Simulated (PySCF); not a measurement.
## Energy of Au (gold, neutral) between two integer charges

The 6s alpha orbital of [Xe] 4f14 5d10 6s1 is emptied in steps (occupation f), with all orbitals relaxed, ending at [Xe] 4f14 5d10. All numbers are calculated (PySCF 2.14, scalar relativity through the core potential, in aug-cc-pVTZ-PP with ECP60MDF (6s6p5d3f2g, 88 functions)). The exact energy is a straight line in f; departures are measured from the line between the end points of the same method.

```
   f  BHandHLYP (eV)  wB97X (eV)  BLYP (eV)
   1           0.000       0.000      0.000
0.75          -0.311      -0.070     -0.676
 0.5          -0.418      -0.095     -0.909
0.25          -0.315      -0.072     -0.687
   0           0.000       0.000      0.000
```

Problem. For wB97X, how does the orbital energy at f = 1 compare with the removal energy?

Solution. −ε = 8.460 eV against a total-energy difference of 8.828 eV. By Janak's theorem ε = ∂E/∂f, so the gap between them reflects the curvature. Along the path −ε is 8.636 (f = 0.75), 8.824 (f = 0.5), 9.018 (f = 0.25) eV.

```
   method  E(f=0) − E(f=1) (eV)  −ε at f=1 (eV)  −ε at f=0.5 (eV)
BHandHLYP                 8.908           7.257             8.898
    wB97X                 8.828           8.460             8.824
     BLYP                 9.519           5.945             9.490
```

Reference removal energy between the ground levels: 9.226 eV (measured; NIST Atomic Spectra Database, ionization energies).
